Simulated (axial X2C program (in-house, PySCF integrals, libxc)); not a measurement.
Curves of CdCl by EOM-EA-CCSD

Computed with an in-house all-electron X2C program for linear molecules (integrals from PySCF): two-component X2C with atomic mean-field Coulomb and Gaunt terms, Gaussian nuclei, basis Cd dyall-acv3z, Cl dyall-av3z with contracted cores.

Energies in eV from the lowest point of the lowest state; states are followed by energy order within each Ω. Reference: CdCl⁺, 18 electrons correlated in 84 virtual spinors with an MP2 remainder; levels at this size can be off by some tenths of an eV. Masses 113.903 and 34.969 u.

| R (Å) | (1)Ω=1/2 | (2)Ω=1/2 | (1)Ω=3/2 | (3)Ω=1/2 |
| --- | --- | --- | --- | --- |
| 2.176 | 0.1989 | 3.9304 | 4.0540 | 5.6729 |
| 2.270 | 0.0303 | 3.8104 | 3.9312 | 5.5248 |
| 2.365 | 0.0000 | 3.8205 | 3.9438 | 5.4856 |
| 2.471 | 0.0742 | 3.9342 | 4.0602 | 5.5088 |
| 2.578 | 0.2219 | 4.1134 | 4.2419 | 5.5461 |
| 2.720 | 0.4819 | 4.4012 | 4.5326 | 5.5278 |

**Question.** Fit the curves (1)Ω=1/2, (2)Ω=1/2, (1)Ω=3/2 near their minima.

**Answer.** At EOM-EA-CCSD from CdCl⁺ (the fit fixes ωe to about one per cent; ωe of higher roots by this method can be off by ten per cent):

| state | Te (cm⁻¹) | Re (Å) | ωe (cm⁻¹) |
| --- | --- | --- | --- |
| (1)Ω=1/2 | 0 | 2.343 | 337.4 |
| (2)Ω=1/2 | 30680 | 2.307 | 354.5 |
| (1)Ω=3/2 | 31660 | 2.305 | 359.6 |

For CdCl⁺ at CCSD, and between the minima:

Re = 2.241 Å, ωe = 405.1 cm⁻¹; removing the electron costs 8.414 eV without zero-point terms.

T1 of the reference reaches 0.034 (Lee–Taylor). Curves followed by order can swap character. Number of frozen shells: Cd 4 s, 3 p, 1 d; Cl 2 s, 1 p. Roots with under 60 % one-particle weight at any point are counted in the labels but not shown, and the list ends where the roots sought for some Ω run out; states that need a further excitation are missing and may lie low or lowest. Curves with a minimum but no constants failed the fit check.
